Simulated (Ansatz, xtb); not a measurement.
**Two structures of CH5CaN**

We compare I, `C[NH][CaH]`, a singlet, with II, a singlet given by its coordinates. Both are isolated molecules in the gas phase, relaxed with PBE0-D3(BJ)/def2-SVP.

I (Å):

```xyz
8

C     1.1323   -0.4216   -0.6183
Ca    2.6727   -1.5929    1.9581
N     2.3735   -0.8713   -0.0337
H     0.3083   -0.4956    0.1183
H     1.1400    0.6392   -0.9485
H     0.7988   -1.0150   -1.4964
H     3.1074   -0.7891   -0.7394
H     1.5756   -1.9290    3.6490
```

II (Å):

```yaml
atoms:
  - { symbol: C, position_ang: [1.0493, -1.1435, -0.4395] }
  - { symbol: Ca, position_ang: [1.4614, -1.2285, 1.8773] }
  - { symbol: N, position_ang: [2.0985, -0.1116, -0.1065] }
  - { symbol: H, position_ang: [0.1047, -0.5953, -0.6241] }
  - { symbol: H, position_ang: [1.2838, -1.6739, -1.3771] }
  - { symbol: H, position_ang: [1.9611, 0.8033, -0.5410] }
  - { symbol: H, position_ang: [3.0127, -0.4225, -0.4379] }
  - { symbol: H, position_ang: [2.1695, -2.0921, 3.6073] }
```

Close contacts (Å): C1–Ca2 2.35, C1–N3 1.51, Ca2–N3 2.36, C1–H4 1.11, C1–H5 1.10, Ca2–H8 2.06, N3–H6 1.02, N3–H7 1.02.

Quicker runs give these differences E(II) − E(I): GFN2-xTB +15.8 kcal/mol; HF/STO-3G +1.8 kcal/mol (at GFN2-xTB geometries); r2SCAN-D4/def2-SVP +19.7 kcal/mol (at GFN2-xTB geometries).

Q: Estimate E(II) − E(I) at the level CCSD(T)/def2-TZVP.

A: Calculated at CCSD(T)/def2-TZVP: E(II) − E(I) = +11.9 kcal/mol, so structure I lies lower.

Level by level:

```tsv
level	geometry	E(II) − E(I) (kcal/mol)	departure from the last row (kcal/mol)	job, with rough time for the two
GFN2-xTB	GFN2-xTB	+15.8	+3.9	optimisation, 1.2 s
HF/STO-3G	GFN2-xTB	+1.8	−10.1	single point, 1.7 s
r2SCAN-D4/def2-SVP	GFN2-xTB	+19.7	+7.8	single point, 11 s
PBE0-D3(BJ)/def2-SVP	PBE0-D3(BJ)/def2-SVP	+13.1	+1.2	optimisation, 3.3 min
HF/def2-TZVP	PBE0-D3(BJ)/def2-SVP	+13.2	+1.3	part of the CCSD(T) run
MP2/def2-TZVP	PBE0-D3(BJ)/def2-SVP	+12.4	+0.5	part of the CCSD(T) run
CCSD(T)/def2-TZVP	PBE0-D3(BJ)/def2-SVP	+11.9		single point, 2.3 min
```

None of the levels shown reverses the order. The largest departure from CCSD(T)/def2-TZVP is that of HF/STO-3G, 10.1 kcal/mol.

With harmonic frequencies from PBE0-D3(BJ)/def2-SVP (ideal gas, rigid rotor, one conformer each, 298.15 K, 1 atm): on the last row, ΔE + ΔZPE = +12.0, ΔH = +11.8, ΔG = +12.5 kcal/mol.

The correlated steps freeze 7 core orbitals; the last core shell of Ca is correlated, in a basis made for valence electrons. Mirror images aren't counted in ΔG. Run with Ansatz 0.2.0, xtb 6.7.1; the last row on 1 thread of AMD EPYC (Zen 3) on a shared host.
